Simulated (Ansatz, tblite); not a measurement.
Removing and adding an electron: `CN(C)c1ccc(-c2ccc(-c3ccc(-c4ccc(-c5ccc(-c6ccc(C#N)nc6)nc5)nc4)nc3)nc2)nc1`. Total charge 0; singlet. Geometry: r2SCAN-D4/def2-SVP. Ansatz, gas phase; energy differences of separate SCF runs; the oxidised species was run as a doublet alone; the reduced species was run as a doublet alone.

```xyz
65

C     4.843    1.984  -11.358
N     4.545    0.664  -10.844
C     4.766   -0.505  -11.667
C     3.978    0.523   -9.604
C     3.625   -0.738   -9.069
C     3.068   -0.817   -7.800
C     2.853    0.353   -7.047
C     2.276    0.345   -5.689
C     2.010    1.553   -5.018
C     1.469    1.531   -3.740
C     1.189    0.293   -3.127
C     0.613    0.183   -1.772
C     0.487   -1.073   -1.151
C    -0.047   -1.162    0.127
C    -0.457    0.014    0.788
C    -1.018    0.007    2.155
C    -1.555    1.183    2.709
C    -2.081    1.163    3.994
C    -2.068   -0.040    4.726
C    -2.612   -0.141    6.096
C    -3.383    0.865    6.701
C    -3.848    0.694    8.001
C    -3.536   -0.491    8.692
C    -3.981   -0.750   10.079
C    -3.709   -1.990   10.684
C    -4.128   -2.224   11.988
C    -4.814   -1.196   12.660
C    -5.265   -1.403   14.012
N    -5.617   -1.599   15.105
N    -5.080   -0.004   12.105
C    -4.673    0.202   10.858
N    -2.809   -1.464    8.111
C    -2.371   -1.297    6.871
N    -1.537   -1.162    4.208
C    -1.036   -1.136    2.980
N    -0.359    1.215    0.190
C     0.151    1.292   -1.033
N     1.452   -0.864   -3.760
C     1.971   -0.836   -4.981
N     3.175    1.554   -7.561
C     3.705    1.644   -8.770
H     5.545    2.529  -10.702
H     3.934    2.605  -11.467
H     5.310    1.889  -12.346
H     5.426   -1.237  -11.167
H     5.251   -0.203  -12.603
H     3.822   -1.022  -11.923
H     3.780   -1.655   -9.641
H     2.793   -1.798   -7.406
H     2.244    2.492   -5.525
H     1.275    2.473   -3.222
H     0.815   -1.958   -1.700
H    -0.152   -2.140    0.602
H    -1.540    2.094    2.107
H    -2.484    2.081    4.427
H    -3.639    1.780    6.160
H    -4.455    1.475    8.462
H    -3.170   -2.743   10.106
H    -3.934   -3.176   12.488
H    -4.905    1.193   10.452
H    -1.784   -2.109    6.429
H    -0.607   -2.082    2.628
H     0.188    2.301   -1.462
H     2.166   -1.819   -5.429
H     3.933    2.658   -9.115
```

The xTB rows come from tblite. Single mean-field runs in def2-SVP are fitted with def2-universal-jkfit.

| level | −HOMO (eV) | vertical IE (eV) | −LUMO (eV) | vertical EA (eV) | HOMO–LUMO gap (eV) | IE − EA (eV) |
| --- | --- | --- | --- | --- | --- | --- |
| GFN1-xTB | 10.53 | 12.13 | 8.99 | 7.58 | 1.54 | 4.56 |
| PBE-D4/def2-SVP | 4.97 | 6.49 | 3.18 | 1.89 | 1.79 | 4.60 |

**Question.** Estimate the rows for GFN2-xTB, PBE0-D4/def2-SVP.

**Answer.** 
| level | −HOMO (eV) | vertical IE (eV) | −LUMO (eV) | vertical EA (eV) | HOMO–LUMO gap (eV) | IE − EA (eV) |
| --- | --- | --- | --- | --- | --- | --- |
| GFN2-xTB | 9.78 | 11.21 | 8.30 | 6.83 | 1.48 | 4.38 |
| PBE0-D4/def2-SVP | 5.81 | 6.89 | 2.57 | 1.67 | 3.24 | 5.22 |

 Raw xTB energy differences between charge states are shifted by several eV; the methods need an empirical correction for them. Sets without diffuse functions give affinities that are too small.
